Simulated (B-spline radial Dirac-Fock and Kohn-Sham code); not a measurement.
ΔSCF core binding energies without Breit or QED terms, calculated with a radial finite-basis atomic code.

A sound run for atomic aluminum in the configuration 1s2 2s2 2p6 3s2 3p1: The ground state converged in 10 iterations, with total energy -242.33075 Ha, virial ratio 1.99625 and highest orbital energy -5.70 eV. ΔSCF binding energies: K (1s) 1569.2 eV, L3 (2p3/2) 80.60 eV. Holes are computed only in closed shells, and unreliable hole states are left out.

A second run, with one unsound setting: The ground state had not converged after 73 iterations, with total energy -242.33049 Ha, virial ratio 1.99559 and highest orbital energy -5.74 eV. ΔSCF binding energies: K (1s) 1569.2 eV, L3 (2p3/2) 80.60 eV (not all states converged, so these are not final). Holes are computed only in closed shells, and unreliable hole states are left out.

```
iter   energy (Ha)        error
   1     -241.86584231  4.93e-01
   2     -242.29255659  6.37e-02
   3     -242.29539738  6.11e-02
   4     -242.29802516  5.86e-02
   5     -242.30045586  5.62e-02
   6     -242.30270426  5.39e-02
   7     -242.30478401  5.16e-02
   8     -242.30670775  4.95e-02
   9     -242.30848719  4.75e-02
  17     -242.31867189  3.40e-02
  25     -242.32413832  2.43e-02
  33     -242.32708415  1.74e-02
  41     -242.32868319  1.24e-02
  49     -242.32956064  8.90e-03
  57     -242.33004925  6.37e-03
  65     -242.33032644  4.56e-03
  73     -242.33048718  3.27e-03
```

Q: Which fault fits the second run best?
A. functional not served
B. damping too heavy
C. box too small
D. speed of light below Z

A: B. The input had damp = 0.97; ndamp = 100: damp is so close to 1 that the orbitals hardly move in each step.
